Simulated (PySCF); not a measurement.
BeFH3OSi, SMILES [F][Be][O][SiH3].

Coordinates come from a B3LYP-D3(BJ)/def2-SVP optimisation. One conformer was computed; it need not be the lowest.

Calculation: PBE/def2-TZVPD (PySCF).

Symmetry labels are those of the subgroup Cs that the program uses (full group C3v).

Computed valence orbital energies around the gap with their symmetry:
```tsv
orbital	symmetry	energy (eV)
HOMO−7	A'	-10.99
HOMO−6	A'	-10.83
HOMO−5	A'	-9.84
HOMO−4	A"	-9.84
HOMO−3	A'	-9.33
HOMO−2	A"	-9.33
HOMO−1	A'	-7.64
HOMO	A"	-7.64
LUMO	A'	-1.44
LUMO+1	A'	-0.20
LUMO+2	A'	0.02
LUMO+3	A"	0.14
```
